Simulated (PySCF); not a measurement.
**Partial charges of `CCc1cpcnc1C`**

Species: C7H10NP.
Geometry (GFN2-xTB, Å), atoms numbered from 1 in this order:
```
atom  x, y, z in Å
C1    -2.1199   -0.3875   -0.8543
C2    -1.4451   -0.1412    0.4967
C3     0.0319   -0.4176    0.4091
C4     0.4602   -1.7171    0.6104
P5     2.1004   -2.2768    0.5202
C6     2.8358   -0.7405    0.1474
N7     2.2498    0.4170   -0.0154
C8     0.9426    0.6014    0.0910
C9     0.5003    2.0144   -0.1485
H10   -1.9859   -1.4226   -1.1608
H11   -3.1857   -0.1824   -0.7867
H12   -1.6920    0.2513   -1.6235
H13   -1.6240    0.8863    0.8133
H14   -1.8916   -0.8060    1.2400
H15   -0.2922   -2.4630    0.8461
H16    3.9156   -0.7173    0.0280
H17   -0.2501    2.0623   -0.9346
H18    1.3640    2.6032   -0.4438
H19    0.0759    2.4453    0.7578
```

Density: PBE0/pcSseg-1 (PySCF); schemes: Mulliken, IAO, Hirshfeld and ESP-fitted. Geometry: GFN2-xTB, one conformer, isolated molecule.

For which atoms does the sign change between the 4 schemes (beyond +0.03 e in one, beyond −0.03 e in another)?

C2, C4, P5 and C6.

Which atoms carry the highest charge in the Mulliken, IAO, Hirshfeld and ESP-fitted schemes?

The schemes don't all agree: Mulliken P5 (+0.407); IAO P5 (+0.321); Hirshfeld C8 (+0.076); ESP-fitted C8 (+0.995).

Give the atomic charges in each scheme.

In e:

```csv
atom,environment,Mulliken,IAO,Hirshfeld,ESP-fitted
C1,methyl carbon,-0.263,-0.410,-0.114,-0.222
C2,benzylic-type carbon,-0.139,-0.257,-0.065,+0.102
C3,substituted aromatic carbon,-0.244,-0.007,+0.007,-0.657
C4,aromatic CH carbon,-0.298,-0.358,-0.098,+0.184
P5,phosphorus bonded to 2 C,+0.407,+0.321,+0.072,-0.296
C6,aromatic CH next to a ring nitrogen,-0.179,-0.232,-0.046,+0.357
N7,pyridine-type nitrogen,-0.398,-0.264,-0.148,-0.785
C8,substituted aromatic carbon,+0.025,+0.147,+0.076,+0.995
C9,benzylic-type carbon,-0.170,-0.435,-0.122,-0.680
H10,methyl hydrogen,+0.119,+0.143,+0.040,+0.077
H11,methyl hydrogen,+0.120,+0.144,+0.044,+0.062
H12,methyl hydrogen,+0.118,+0.139,+0.039,+0.064
H13,methylene hydrogen,+0.125,+0.141,+0.043,+0.035
H14,methylene hydrogen,+0.128,+0.142,+0.044,+0.044
H15,aromatic hydrogen,+0.114,+0.157,+0.046,+0.123
H16,aromatic hydrogen,+0.126,+0.160,+0.041,+0.077
H17,methyl hydrogen,+0.131,+0.147,+0.046,+0.180
H18,methyl hydrogen,+0.137,+0.170,+0.046,+0.173
H19,methyl hydrogen,+0.139,+0.152,+0.048,+0.166
```

Mean size of the charges over all atoms: ESP-fitted 0.278 e, IAO 0.207 e, Mulliken 0.178 e, Hirshfeld 0.062 e. Each set sums to the total charge, 0, to within 0.001 e. The Hirshfeld scheme divides the density at each point in proportion to the densities of the neutral, spherically averaged free atoms. The Mulliken scheme gives each basis function's population to the atom it is centred on and halves the overlap population of two atoms between them.

How many electrons does the IAO scheme count on C2?

Z − q = 6 − (-0.257) = 6.257.

How closely do the schemes follow one another over all atoms?

Correlation coefficient and root-mean-square difference: IAO with Hirshfeld 0.96, 0.165 e; Mulliken with IAO 0.89, 0.106 e; Mulliken with Hirshfeld 0.88, 0.144 e; Hirshfeld with ESP-fitted 0.52, 0.361 e; IAO with ESP-fitted 0.36, 0.377 e; Mulliken with ESP-fitted 0.36, 0.372 e.

Sum the charges by element, for elements with more than one atom.

| element | atoms | Mulliken | IAO | Hirshfeld | ESP-fitted |
| --- | --- | --- | --- | --- | --- |
| C | 7 | -1.267 | -1.553 | -0.362 | +0.079 |
| H | 10 | +1.258 | +1.496 | +0.438 | +1.002 |
